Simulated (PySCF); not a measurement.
This PySCF input asks for the NMR shieldings of SMILES C1=CCBN(C(C)C)C=C1, C8H14BN; the geometry comes from GFN2-xTB.

```python
import basis_set_exchange as bse
import numpy as np
from pyscf import gto, dft
from pyscf.prop import nmr

atoms = """
C     2.484495   -0.543809   -0.849599
C     1.560304   -0.432982    0.365093
C     2.009638    0.682906    1.309786
N     0.162666   -0.273075   -0.040107
B    -0.753872   -1.321760    0.125602
C    -2.117253   -1.229010   -0.671199
C    -2.819106   -0.260682    0.218308
C    -2.499605    1.042120    0.229928
C    -1.354354    1.582107   -0.443071
C    -0.163325    0.962202   -0.564063
H     3.498022   -0.760537   -0.522399
H     2.148241   -1.347703   -1.500142
H     2.502586    0.380816   -1.421004
H     1.608841   -1.380763    0.909909
H     2.981417    0.438474    1.731804
H     2.090709    1.634389    0.790471
H     1.294859    0.793602    2.122176
H    -0.481354   -2.223667    0.824321
H    -1.990831   -0.791847   -1.662710
H    -2.673398   -2.158611   -0.757977
H    -3.620905   -0.632038    0.842263
H    -3.114092    1.747442    0.775561
H    -1.421655    2.604654   -0.790557
H     0.656238    1.507534   -1.014838
"""
names = dict.fromkeys(["C", "N", "B", "H"], "pcSseg-1")
basis = {el: gto.basis.parse(bse.get_basis(n, elements=[el], fmt="nwchem")) for el, n in names.items()}
mol = gto.M(atom=atoms, basis=basis, charge=0, verbose=0)
mf = dft.RKS(mol, xc="PBE0")
mf.grids.level = 2
mf.grids.alignment = dft.numint.BLKSIZE   # the property module wants whole blocks of grid points
mf.conv_tol = 1e-9
mf.kernel()

calc = nmr.RKS(mf)   # GIAO
C = mf.mo_coeff
Co = C[:, mf.mo_occ > 0]
resp = mf.gen_response(singlet=True, hermi=2)
def vind(x):   # induced exchange potential for any number of trial vectors
    d = np.einsum("pi,xij,qj->xpq", C, 2 * x.reshape(-1, C.shape[1], Co.shape[1]), Co, optimize=True)
    return np.einsum("xpq,pi,qj->xij", resp(d - d.transpose(0, 2, 1)), C, Co, optimize=True).ravel()
mo1, _ = nmr.rhf.solve_mo1(calc, with_cphf=vind)
sigma = calc.kernel(mo1)
for i, s in enumerate(sigma):   # ppm
    w = np.linalg.eigvalsh((s + s.T) / 2)
    print("%2d %-2s iso %8.1f  s11 %8.1f  s22 %8.1f  s33 %8.1f" % (i, mol.atom_pure_symbol(i), w.mean(), *w))
```

Question: What does it print?

Answer: 
```
 0 C  iso    161.5  s11    138.8  s22    158.5  s33    187.2
 1 C  iso    128.6  s11    109.2  s22    114.2  s33    162.3
 2 C  iso    160.2  s11    145.7  s22    151.4  s33    183.5
 3 N  iso     78.4  s11    -40.2  s22     72.5  s33    202.8
 4 B  iso     80.0  s11     49.8  s22     75.5  s33    114.6
 5 C  iso    160.5  s11    132.5  s22    165.3  s33    183.6
 6 C  iso     64.2  s11    -21.1  s22     52.2  s33    161.5
 7 C  iso     57.1  s11    -49.8  s22     60.8  s33    160.4
 8 C  iso     64.9  s11    -44.0  s22     76.9  s33    161.7
 9 C  iso     51.5  s11    -48.1  s22     54.8  s33    147.9
10 H  iso     30.5  s11     26.4  s22     27.7  s33     37.3
11 H  iso     30.3  s11     25.9  s22     28.7  s33     36.4
12 H  iso     30.0  s11     26.0  s22     29.7  s33     34.2
13 H  iso     27.8  s11     23.8  s22     28.0  s33     31.5
14 H  iso     30.6  s11     26.3  s22     27.7  s33     37.9
15 H  iso     30.5  s11     26.8  s22     30.0  s33     34.6
16 H  iso     30.5  s11     26.3  s22     29.3  s33     35.9
17 H  iso     27.8  s11     23.7  s22     29.1  s33     30.7
18 H  iso     31.9  s11     26.7  s22     28.5  s33     40.4
19 H  iso     29.3  s11     24.7  s22     27.3  s33     35.9
20 H  iso     26.1  s11     21.9  s22     26.6  s33     29.9
21 H  iso     25.2  s11     22.0  s22     25.9  s33     27.8
22 H  iso     25.2  s11     22.0  s22     25.7  s33     28.0
23 H  iso     24.8  s11     20.6  s22     23.8  s33     30.0
```

These numbers come from an equivalent density-fitted implementation of the same equations, which agrees with the script to about 0.01 ppm for H and up to a few tenths of a ppm for heavy atoms, so last digits may differ.

Size and cost of the density-fitted run: 240 basis functions, 110 s wall time on 1 thread of an Arm Neoverse N1, shared host; peak memory 1 GiB.
